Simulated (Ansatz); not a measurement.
The cluster K₂O₂⁻, relaxed as a doublet with UKS r2SCAN-D4/def2-TZVPD in Ansatz, starting from the GFN2-xTB geometry. Force threshold 0.02 eV/Å.

The structure holds 1 bond(s) between oxygen atoms. The charge -1 doublet is spin-contaminated (final ⟨S²⟩ up to 1.38, 0.75 for a pure state). The highest occupied level of the charge -1 doublet lies above zero (up to 0.71 eV). Its loss leaves the charge 0 singlet, which lies 0.47 eV higher (vertical, at r2SCAN-D4/def2-TZVPD), but this difference is unsure: the singlet is doubtful (geometry relaxed on an unsound state). An occupied level of the charge -1 doublet lies above an empty one (by up to 0.23 eV), so this SCF solution is probably not the lowest. The gap within one spin of the charge -1 doublet nearly closes, so an electron or hole may be smeared out by delocalisation error. The relaxation made no stability test and no search for a lower SCF solution. The order of the spin states hangs on the level: the quartet lies 0.14 eV below the doublet at PBE0-D4/def2-TZVPD, but 0.07 eV above it at r2SCAN-D4/def2-TZVPD. The doublet is doubtful at PBE0-D4/def2-TZVPD (⟨S²⟩ 1.60, where a pure state has 0.75). The doublet is doubtful at r2SCAN-D4/def2-TZVPD (⟨S²⟩ 1.38, where a pure state has 0.75). The structure comes from a short search, and lower isomers may exist.

Start:

```csv
atom,x (Å),y (Å),z (Å)
K1,0.551,1.290,0.259
K2,1.665,-1.456,-1.620
O3,-0.777,-0.173,1.249
O4,-1.439,0.339,0.112
```

Task: Estimate the energy that the relaxation releases and the steps that it takes.

Result: 30.6 kcal/mol, in 20 steps; 30 s on 4 threads of AMD EPYC 9B45 on a shared host. The force fell under the threshold at step 19, but the optimiser went on. No frequencies were taken in this run, so the end may be a saddle point.

Task: Does the start keep its bonding and symmetry?

Result: Bonds formed: K2–O3, K2–O4 (atoms count from 1). Metal–metal contacts that move far: K1–K2 3.51 to 4.82 Å. Point group Cs at the start, D2h at the end, both within 0.05 Å; within 0.015 Å the end is C2v.

Task: Predict the relaxed structure.

Result: 
```tsv
atom	x (Å)	y (Å)	z (Å)
K1	-0.4036	2.0688	1.1867
K2	0.4017	-2.0510	-1.1772
O3	0.3064	-0.2767	0.5659
O4	-0.3045	0.2588	-0.5754
```
Bond lengths (bridged metal pairs left out): 4 × K–O 2.49 to 2.53 Å; 1 × O–O 1.40 Å.
